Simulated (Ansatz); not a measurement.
System: CClFI (charge 0, doublet). It need not be the lowest isomer of its formula. 
Structure (B3LYP-D3(BJ)/def2-TZVP (Ansatz, a first-principles code) minimum search):
```
C
F 1 1.3291
Cl 1 1.7227 2 112.60
I 1 2.1123 2 113.83 3 138.85
```
Charge 0, spin multiplicity 2.

Basis-set convergence of Hartree-Fock and CCSD correlation energies (hartree) with Ansatz. Cores are frozen in the correlated levels unless marked. Open shells are spin-unrestricted. No spin-orbit coupling. Frozen are the shells of the preceding noble gas and the d and f shells that filled before the atom's block. Past Kr the def2 sets carry scalar-relativistic core potentials.

```tsv
basis	functions	E(HF)	E(corr, CCSD)
def2-SVP	72	-893.12443	-0.55509
def2-TZVPP	154	___	___
```

What belongs in the gaps?


- def2-TZVPP, E(HF): -893.46964
- def2-TZVPP, E(corr, CCSD): -0.74229
